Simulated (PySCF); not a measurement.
Job for PySCF: R-HF/3-21G on C5H15GaS (a complex).

```python
from pyscf import gto, scf, dft, mp
from pyscf.data.elements import chemcore

mol = gto.M(
    atom='''
    C    -1.51032191    0.33004457    0.53176612
    Ga    0.30996975   -0.26752885    1.13283484
    C     1.81906944    1.03865537    0.96645145
    C     0.70473382   -2.23053000    1.09050667
    H    -1.54571459    0.30108304   -0.56090443
    H    -1.73796405    1.35583810    0.82954494
    H    -2.30959411   -0.32094290    0.89253359
    H     2.17880076    1.06063167   -0.06556738
    H     2.66383589    0.76351052    1.60108724
    H     1.51165169    2.05503152    1.22264673
    H     0.95315248   -2.53711066    0.07106587
    H     1.55590272   -2.48567502    1.72493533
    H    -0.15304974   -2.82812211    1.40708366
    C    -0.61548038    1.62465586    3.88128158
    S     0.00683404   -0.06583232    3.71130867
    C    -1.51362392   -1.00854840    3.98219559
    H    -0.95634446    1.79788124    4.90066497
    H     0.21612696    2.29008511    3.65851139
    H    -1.42172466    1.80428948    3.17283586
    H    -1.86639587   -0.86582513    5.00226115
    H    -1.26601036   -2.05668833    3.82703809
    H    -2.27764146   -0.70819337    3.26787262
    ''',
    basis='3-21g',
    charge=0, spin=0, verbose=3, max_memory=1800)
mf = scf.RHF(mol)
mf.conv_tol = 1e-8
mf.max_cycle = 100
mf.kernel()
if not mf.converged:
    mf = mf.newton().run(mf.mo_coeff, mf.mo_occ)
```

Give the final energy of this run.

-2506.4202 hartree.
